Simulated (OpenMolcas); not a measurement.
Cu4+ among 6 point charges of -2 e arranged as an octahedron (Oh), 2.08 Å from the ion.
```
   2.0800    0.0000    0.0000  -2.00
   0.0000    2.0800    0.0000  -2.00
  -2.0800    0.0000    0.0000  -2.00
   0.0000   -2.0800    0.0000  -2.00
   0.0000    0.0000    2.0800  -2.00
   0.0000    0.0000   -2.0800  -2.00
```

```json
{
 "Program": "OpenMolcas 26.06",
 "Method": "CASSCF",
 "Basis": "ANO-RCC-VDZP [5s4p2d1f]",
 "Scalar Hamiltonian": "DKH2, point nucleus",
 "Active space": "7 electrons in 5 orbitals (3d)",
 "State averaging": "2S+1 = 4 even, 10 roots; 2S+1 = 2 even, 40 roots",
 "Spin-orbit coupling": "state interaction with AMFI integrals over the reference wave functions"
}
```

**Question.** What is the spin-free ground state (labels of O, the rotations of Oh)?

**Answer.** 4T1, 3-fold in its orbital part, 100 % from free-ion F terms; it has the highest spin that d7 allows.

**Question.** Where is the first state of the same spin?

**Answer.** 4T2 at 1340 cm-1 above the ground state.

**Question.** What are the lowest two levels with spin-orbit coupling?

**Answer.** A 2-fold level Γ6 with g = 4.98, 4.98, 4.98, then a 4-fold level Γ8 348.5 cm-1 above it. Their leading multiplicities are 4 (100 %) and 4 (100 %).

**Question.** What is χT at 300 K, and how does it compare with the textbook value?

**Answer.** The lowest level has 2S+1 = 4, for which the spin-only value is χT = S(S+1) / 2 = 1.875 cm3 K/mol (g = 2). The computed 4.693 at 300 K differs by +2.818, through orbital momentum, spin-orbit coupling and any other state in reach. With a threefold ground state the orbital momentum is unquenched, so the spin-only value is not expected to hold.

**Question.** Which ligand-field parameters describe the states?

**Answer.** A least-squares ligand-field fit to the states below 45000 cm-1, each weighted by its degeneracy and with a free common offset, gives 10Dq = 1543 cm-1, B = 1584 cm-1 and C = 5905 cm-1 (C/B = 3.73), with an rms deviation of 56 cm-1. 

An orbital triplet at a regular site is open to Jahn-Teller coupling, which can distort the site and quench the lowest spin-orbit gaps and is left out. Without dynamic correlation the repulsion within the d shell is too large (B by tens of per cent), so at a given field states of lower spin stand too high. Point charges give a weaker field than real ligands, and real ions of this kind are often low spin; the high spin found here belongs to the model. This field is weak: 10Dq is about 1543 cm-1, while octahedral complexes of 3d ions of charge 3 and more, computed by the same method with explicit ligands, had a median near 15000 cm-1. Ground spin and moment need not be those of a real site. The ground term spreads over less than 5000 cm-1, several times less than with real ligands, so orbital moments are less quenched and χT lies further from the spin-only value than at real sites. Point charges carry no covalency, so the field is a model and not that of real ligands. No measured value stands beside these numbers.
